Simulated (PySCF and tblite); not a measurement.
The numbers below are computed, except where a source is named.
System: C₆H₈Si, numbered as in [CH:1]1=[CH:2][CH:3]=[CH:4][SiH2:5][CH:6]=[CH:7]1.

Motion: inversion of the 7-membered ring (1–2–3–4–5–6–7). GFN2-xTB gives an electronic barrier of 1.6 kcal/mol.

The barrier is low, and the GFN2-xTB saddle may lie off the DFT one, so take it as rough.

Q: What does B3LYP/pcSseg-1 + D3(BJ) give on GFN2-xTB geometries?

A: A barrier of 1.5 kcal/mol, 0.1 below the tight-binding barrier (from unrounded values) and, with GFN2-xTB thermal terms, ΔG‡(298 K) = 2.2 kcal/mol and k = 1.6×10¹¹ s⁻¹ (1 equivalent path).

Programs: tblite and PySCF.
